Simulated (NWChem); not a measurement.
Molecule: CH3BrOSi, singlet; SMILES CO[Si]Br

```xyz
7

Si     1.2186    -0.6380     0.0001
Br    -0.1593     1.2282     0.0000
O      0.1365    -1.9048    -0.0003
C     -1.2727    -2.0709     0.0001
H     -1.7987    -1.0925    -0.0042
H     -1.5700    -2.6524    -0.8969
H     -1.5707    -2.6445     0.9019
```
Atoms are numbered in this order, from 1.

Program: NWChem. Low-valent species are run as closed-shell singlets; no triplet was tried in these runs. All runs use the structure optimised with PBE-D3(BJ)/def2-SVP. Total energies compare along this basis series because the functional is fixed.

```json
[
 {"level": "PBE/pcseg-1", "basis functions": "88", "energy (Ha)": "-2977.8469", "highest occupied level (eV)": "-6.37", "orbital gap (eV)": "3.46", "dipole (D)": "1.83", "relative time": "4"},
 {"level": "PBE/aug-pcseg-1", "basis functions": "136", "energy (Ha)": "-2977.8589", "highest occupied level (eV)": "-6.49", "orbital gap (eV)": "3.46", "dipole (D)": "1.79", "relative time": "20"},
 {"level": "PBE/pcseg-2", "basis functions": "179", "energy (Ha)": "-2978.2861", "highest occupied level (eV)": "-6.42", "orbital gap (eV)": "3.47", "dipole (D)": "1.75", "relative time": "20"},
 {"level": "PBE/STO-3G", "basis functions": "40", "energy (Ha)": "-2945.0584", "highest occupied level (eV)": "-2.85", "orbital gap (eV)": "3.91", "dipole (D)": "2.17", "relative time": "1"},
 {"level": "PBE/def2-SVP", "basis functions": "93", "energy (Ha)": "-2977.6751", "highest occupied level (eV)": "-6.24", "orbital gap (eV)": "3.47", "dipole (D)": "1.85", "relative time": "6"}
]
```

Times are rough ratios from one shared machine.
